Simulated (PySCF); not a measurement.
**Bond length, frequency and bond energy of BiN by level of theory**

State: ¹Σ⁺ (singlet), closed shell. Set-up: Bi aug-cc-pVDZ-PP with ECP60, N aug-cc-pVDZ; scalar-relativistic core potentials (PySCF 2.14). De refers to Bi + N in their high-spin ground configurations, without counterpoise correction. A positive dipole means Bi(−)N(+). Levels whose curve was spin-contaminated or gave no clean fit are not listed.

| Level | Re (Å) | ωe (cm⁻¹) | De (eV) | μ (D) | CPU s a point (SCF and correlation, without the integrals) |
| --- | --- | --- | --- | --- | --- |
| RHF | 1.866 | 978 | -2.76 | -4.87 | 0.078 |
| RHF-CCSD | 1.942 | 795 | 1.79 | n/a | n/a |
| RHF-CCSD(T) | 1.974 | 720 | 2.42 | n/a | 3.2 |
| PBE | 1.944 | 796 | 3.44 | -3.90 | 0.86 |
| BP86 | 1.946 | 793 | 3.50 | -3.84 | 0.86 |
| TPSS | 1.939 | 806 | 3.06 | -3.92 | 1.5 |

**Question.** Which functional lies closest to RHF-CCSD(T) in De, which farthest, and by how much do they differ from it?

**Answer.** Closest is TPSS (-3.5 pm in Re, +11.9 % in ωe, +0.64 eV in De against RHF-CCSD(T) in the same basis), farthest BP86 (-2.8 pm in Re, +10.1 % in ωe, +1.08 eV in De). CCSD(T) converges more slowly with the basis than the functionals do and binds too weakly in this one, so the order can change at the basis-set limit.

**Question.** What does the triples do here, going from RHF-CCSD to RHF-CCSD(T)?

**Answer.** RHF-CCSD(T) less RHF-CCSD: +3.2 pm in Re, -9.4 % in ωe, +0.63 eV in De. Correlation nearly always deepens the well. The bond lengthens, as in strong covalent bonds, where excitations into antibonding orbitals dominate.

**Question.** What does all correlation do here, going from RHF to RHF-CCSD(T)?

**Answer.** RHF-CCSD(T) less RHF: +10.8 pm in Re, -26.4 % in ωe, +5.18 eV in De. Correlation nearly always deepens the well. The bond lengthens, as in strong covalent bonds, where excitations into antibonding orbitals dominate.

Correlated steps freeze 5 core orbitals. Correlated levels converge slowly with the basis: in double zeta they bind strong bonds too weakly, by up to about 1 eV, and carry superposition errors of some tenths. These are scalar-relativistic numbers at best; spin–orbit coupling would shift them, the dissociation energy most. Where the molecule has an RHF reference, its open-shell atoms are computed with UHF. The CCSD T1 diagnostic is raised, a sign that a single reference may not be enough here. The restricted Hartree–Fock solution is unstable towards spin polarisation at this distance. A negative De means that the minimum lies above the separated atoms at that level.

The whole job (state search and all levels along the bond) took about 2.5 min on 1 thread of Arm Neoverse V2 (shared host), peak memory 0.73 GiB.
